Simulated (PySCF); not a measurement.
**Removing the step error of a finite difference**

System: CH8ClNSi2 (SMILES N[SiH2]C[SiH2]Cl), singlet, at a GFN2-xTB geometry. Level: B3LYP/6-31G, polarisability (PySCF). Sums are taken with unrounded values, so a last digit can differ.

Second differences of the energy in a field along z gave a polarisability along z of 57.072 bohr³ at step 0.005 and 57.437 bohr³ at step 0.05 (atomic units).

**Question.** Extrapolate to zero step.

**Answer.** The leading error of a symmetric difference goes as h², so A(h) = A0 + c h². Then c = (57.437 - (57.072))/(0.05² - 0.005²) = 147 (atomic units) and A0 = 57.072 - c × 0.005² = 57.069 bohr³. The analytic value from the same program and level is 57.069 bohr³: the smaller step missed it by 0.004, the extrapolation by 0.000.
